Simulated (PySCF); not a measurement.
GeH5N2, GeH5N2Si, BGeH3NO (calculated)

Calculation on a computer-drawn molecule: the log of a Hartree-Fock and frozen-core CCSD(T) single point meant for a local Hartree-Fock minimum, with one planted fault or none, to be diagnosed. Offsets are logged minus clean, where the clean run is the same molecule without the fault. The reference is restricted for singlets and unrestricted otherwise, and also for a bond in bohr or an excited solution. Adding or removing an electron swaps singlet and doublet. The excited solution moves the top pair (singlet) or top alpha electron (doublet) to the lowest empty orbital. Highest occupied and lowest empty are orbital energies over both spins, largest force is the largest gradient component, triples share is (T) over the correlation energy, the T1 limit is 0.02 restricted and 0.045 unrestricted, electrons count all cores, a negative frequency is imaginary (commonest isotopes), and the dipole is about the centre of nuclear charge; on germanium a core potential holds 10 electrons, which the energies leave out, and 3d is frozen in MP2 and coupled-cluster steps. Program: PySCF 2.14.0.

Common to all runs: meant multiplicity 1; logged SCF converged yes; logged CC converged yes; logged SCF stable within its kind yes; possible faults no fault, one electron removed, one electron added, multiplicity raised by two, geometry at a saddle point, SCF held on an excited solution, minimal basis STO-3G, one bond length entered in bohr, all coordinates scaled.

(1) 
```xyz
8
formula=GeH5N2 meant_charge=1 meant_basis=cc-pVDZ meant_basis_and_core_potential_on_germanium=cc-pVDZ-PP_ECP10MDF logged_electrons=50 logged_basis_functions=76 logged_spin_squared=0 logged_highest_occupied=-16.798 logged_lowest_empty=-3.164 logged_largest_force=3.649e-05 logged_lowest_frequency=237.96 logged_T1_diagnostic=0.015911 logged_D1_diagnostic=0.060272 logged_triples_share=0.026403 logged_dipole_magnitude=0.18467 logged_energy_HF=-404.9711 logged_energy_CCSD(T)=-405.43808 planted_fault=no_fault HF_energy_offset_from_clean_run=0 CCSD(T)_energy_offset_from_clean_run=0
N     -0.8402    -0.3823    -0.0193
Ge     0.8096     0.1163     0.1493
N      1.6735     0.6911    -1.2371
H     -1.3775    -0.7211     0.7587
H     -1.3489    -0.3623    -0.8849
H      1.4849     0.0505     1.4859
H      2.6312     0.9888    -1.1836
H      1.2788     0.7600    -2.1580
```

Units: logged_highest_occupied, logged_lowest_empty in eV; logged_largest_force in hartree/bohr; logged_lowest_frequency in cm⁻¹; logged_dipole_magnitude in debye; logged_energy_HF, logged_energy_CCSD(T) in hartree; HF_energy_offset_from_clean_run, CCSD(T)_energy_offset_from_clean_run in kcal/mol.

Drawn bonds:
```tsv
atom	other atom	order
1	2	1
2	3	1
1	4	1
1	5	1
2	6	1
3	7	1
3	8	1
```

(2) 
```xyz
9
formula=GeH5N2Si meant_charge=1 meant_basis=cc-pV(D+d)Z meant_basis_and_core_potential_on_germanium=cc-pVDZ-PP_ECP10MDF logged_electrons=64 logged_basis_functions=99 logged_spin_squared=2.0323 logged_highest_occupied=-10.907 logged_lowest_empty=-5.6005 logged_largest_force=0.15311 logged_T1_diagnostic=0.018589 logged_D1_diagnostic=0.063311 logged_triples_share=0.027164 logged_dipole_magnitude=4.4465 logged_energy_HF=-693.75588 logged_energy_CCSD(T)=-694.2754 planted_fault=multiplicity_raised_by_two HF_energy_offset_from_clean_run=86.1 CCSD(T)_energy_offset_from_clean_run=108.7
N      0.8025     0.1995     0.9042
Ge    -0.5733    -0.6993     0.3336
N     -0.3696    -2.1226    -0.5686
Si    -0.2642    -3.4520    -1.4122
H      1.7511    -0.0763     0.7283
H      0.7136     1.0439     1.4387
H     -1.9245    -0.1436     0.6857
H     -0.2027    -3.4381    -2.8731
H     -0.2121    -4.7682    -0.7773
```

Units: logged_highest_occupied, logged_lowest_empty in eV; logged_largest_force in hartree/bohr; logged_dipole_magnitude in debye; logged_energy_HF, logged_energy_CCSD(T) in hartree; HF_energy_offset_from_clean_run, CCSD(T)_energy_offset_from_clean_run in kcal/mol.

Drawn bonds:
```tsv
atom	other atom	order
1	2	1
2	3	1
3	4	2
1	5	1
1	6	1
2	7	1
4	8	1
4	9	1
```

(3) 
```xyz
9
formula=GeH5N2Si meant_charge=1 meant_basis=cc-pV(D+d)Z meant_basis_and_core_potential_on_germanium=cc-pVDZ-PP_ECP10MDF logged_electrons=64 logged_basis_functions=99 logged_spin_squared=0 logged_highest_occupied=-15.649 logged_lowest_empty=-3.7008 logged_largest_force=5.36e-05 logged_lowest_frequency=-105.67 logged_T1_diagnostic=0.018506 logged_D1_diagnostic=0.057579 logged_triples_share=0.031253 logged_dipole_magnitude=1.4209 logged_energy_HF=-693.88908 logged_energy_CCSD(T)=-694.44394 planted_fault=geometry_at_a_saddle_point HF_energy_offset_from_clean_run=2.517 CCSD(T)_energy_offset_from_clean_run=2.968
N     -2.2150    -0.3839     0.0000
Ge    -0.7671     0.5741     0.0000
N      0.7438    -0.2292     0.0000
Si     2.3304    -0.2063     0.0000
H     -3.1373     0.0109     0.0000
H     -2.1964    -1.3879     0.0000
H     -0.9833     2.0660     0.0000
H      3.0828    -1.4586     0.0000
H      3.1421     1.0148     0.0000
```

Units: logged_highest_occupied, logged_lowest_empty in eV; logged_largest_force in hartree/bohr; logged_lowest_frequency in cm⁻¹; logged_dipole_magnitude in debye; logged_energy_HF, logged_energy_CCSD(T) in hartree; HF_energy_offset_from_clean_run, CCSD(T)_energy_offset_from_clean_run in kcal/mol.

Drawn bonds:
```tsv
atom	other atom	order
1	2	1
2	3	1
3	4	2
1	5	1
1	6	1
2	7	1
4	8	1
4	9	1
```

(4) 
```xyz
9
formula=GeH5N2Si meant_charge=1 meant_basis=cc-pV(D+d)Z meant_basis_and_core_potential_on_germanium=cc-pVDZ-PP_ECP10MDF logged_electrons=65 logged_basis_functions=99 logged_spin_squared=0.7668 logged_highest_occupied=-4.0975 logged_lowest_empty=1.44 logged_largest_force=0.080989 logged_T1_diagnostic=0.018731 logged_D1_diagnostic=0.064801 logged_triples_share=0.031145 logged_dipole_magnitude=3.0682 logged_energy_HF=-694.01339 logged_energy_CCSD(T)=-694.584 planted_fault=one_electron_added HF_energy_offset_from_clean_run=-75.49 CCSD(T)_energy_offset_from_clean_run=-84.92
N      0.8025     0.1995     0.9042
Ge    -0.5733    -0.6993     0.3336
N     -0.3696    -2.1226    -0.5686
Si    -0.2642    -3.4520    -1.4122
H      1.7511    -0.0763     0.7283
H      0.7136     1.0439     1.4387
H     -1.9245    -0.1436     0.6857
H     -0.2027    -3.4381    -2.8731
H     -0.2121    -4.7682    -0.7773
```

Units: logged_highest_occupied, logged_lowest_empty in eV; logged_largest_force in hartree/bohr; logged_dipole_magnitude in debye; logged_energy_HF, logged_energy_CCSD(T) in hartree; HF_energy_offset_from_clean_run, CCSD(T)_energy_offset_from_clean_run in kcal/mol.

Drawn bonds:
```tsv
atom	other atom	order
1	2	1
2	3	1
3	4	2
1	5	1
1	6	1
2	7	1
4	8	1
4	9	1
```

(5) 
```xyz
9
formula=GeH5N2Si meant_charge=1 meant_basis=cc-pV(D+d)Z meant_basis_and_core_potential_on_germanium=cc-pVDZ-PP_ECP10MDF logged_electrons=63 logged_basis_functions=99 logged_spin_squared=0.838 logged_highest_occupied=-20.625 logged_lowest_empty=-11.61 logged_largest_force=0.087819 logged_T1_diagnostic=0.041879 logged_D1_diagnostic=0.2396 logged_triples_share=0.032269 logged_dipole_magnitude=4.3696 logged_energy_HF=-693.40285 logged_energy_CCSD(T)=-693.92292 planted_fault=one_electron_removed HF_energy_offset_from_clean_run=307.6 CCSD(T)_energy_offset_from_clean_run=329.9
N      0.8025     0.1995     0.9042
Ge    -0.5733    -0.6993     0.3336
N     -0.3696    -2.1226    -0.5686
Si    -0.2642    -3.4520    -1.4122
H      1.7511    -0.0763     0.7283
H      0.7136     1.0439     1.4387
H     -1.9245    -0.1436     0.6857
H     -0.2027    -3.4381    -2.8731
H     -0.2121    -4.7682    -0.7773
```

Units: logged_highest_occupied, logged_lowest_empty in eV; logged_largest_force in hartree/bohr; logged_dipole_magnitude in debye; logged_energy_HF, logged_energy_CCSD(T) in hartree; HF_energy_offset_from_clean_run, CCSD(T)_energy_offset_from_clean_run in kcal/mol.

Drawn bonds:
```tsv
atom	other atom	order
1	2	1
2	3	1
3	4	2
1	5	1
1	6	1
2	7	1
4	8	1
4	9	1
```

(6) 
```xyz
7
formula=BGeH3NO meant_charge=-1 meant_basis=aug-cc-pVDZ meant_basis_and_core_potential_on_germanium=aug-cc-pVDZ-PP_ECP10MDF logged_electrons=55 logged_basis_functions=128 logged_spin_squared=0.7577 logged_highest_occupied=-10.863 logged_lowest_empty=-1.1833 logged_largest_force=0.065523 logged_T1_diagnostic=0.019873 logged_D1_diagnostic=0.057975 logged_triples_share=0.037467 logged_dipole_magnitude=3.8229 logged_energy_HF=-449.14519 logged_energy_CCSD(T)=-449.73331 planted_fault=one_electron_removed HF_energy_offset_from_clean_run=47.23 CCSD(T)_energy_offset_from_clean_run=64.9
N      2.2013    -0.8502    -3.0365
Ge     0.4795    -0.3144    -2.2915
B      1.1487     0.6359    -0.4470
O      1.4782     1.0834     0.6264
H      2.4758    -1.7504    -2.6850
H      2.9642    -0.2242    -2.8505
H      0.3766     1.0875    -3.0478
```

Units: logged_highest_occupied, logged_lowest_empty in eV; logged_largest_force in hartree/bohr; logged_dipole_magnitude in debye; logged_energy_HF, logged_energy_CCSD(T) in hartree; HF_energy_offset_from_clean_run, CCSD(T)_energy_offset_from_clean_run in kcal/mol.

Drawn bonds:
```tsv
atom	other atom	order
1	2	1
2	3	1
3	4	2
1	5	1
1	6	1
2	7	1
```
